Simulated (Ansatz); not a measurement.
Ideal-gas functions of GeO, SMILES `[O]=[Ge]` at 298.15 K and 1 bar, from an Ansatz frequency run at PBE0-D4/def2-TZVP.

Molar mass 88.61 g/mol, point group C∞v (symmetry number 1), electronic degeneracy 1, moments of inertia 34.516 u Å². Harmonic wavenumbers (cm⁻¹, unscaled): 1029.

Use S(trans) = R[1.5 ln M + 2.5 ln T − 1.1517]; rotational temperatures θ = 24.2544 K / I; S(rot) = R[ln(T/σθ) + 1]; for each mode x = 1.438777 ν̃/T, S = R[x/(eˣ − 1) − ln(1 − e⁻ˣ)] and H = RT x/(eˣ − 1); 1 cm⁻¹ = 0.0119627 kJ/mol; R = 8.31446 J/(mol·K).

Problem. By hand: the entropy, in J/(mol·K).

Solution. Translation 164.8. Rotation: θ = 0.7027 K, giving 58.6. Vibration, mode by mode: 0.35, in all 0.3. Electronic 0.0. Sum 223.7 J/(mol·K).

Problem. By hand: H − E and G − E in kJ/mol, counted from the electronic energy.

Solution. Zero-point energy ½ × 1029 × 0.0119627 = 6.2; thermal vibration 0.1; translation, rotation and pV give 3.5 RT = 8.7. H − E = 15.0 kJ/mol, and G − E = 15.0 − 298.15 × 223.7/1000 = -51.7 kJ/mol.

Vibration gives 0 % of the entropy; all modes have x over 3 and are hardly excited.
